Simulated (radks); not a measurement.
Valence configurations of Be (all share [He]). All-electron calculation, Dirac Kohn-Sham, PBE, spin-unpolarised, spherical densities, point nucleus; open shells fill j = l - 1/2 first. Program: a radial shooting solver on a logarithmic mesh with Libxc functionals. Energies are relative to 2s2; eigenvalues in eV.

valence	E (eV)	e(2p1/2)	e(2s1/2)
2s2	0.000	-	-5.610
2s1.5 2p0.5	1.801	-2.296	-5.909
2s1 2p1	3.612	-2.535	-6.164
2s0.5 2p1.5	5.429	-2.747	-6.386
2p2	7.250	-2.939	-

NIST lists [He] 2s2 as the ground configuration; this level of theory agrees among the configurations tried. The energies are those of spherical spin-averaged densities, not of single terms.
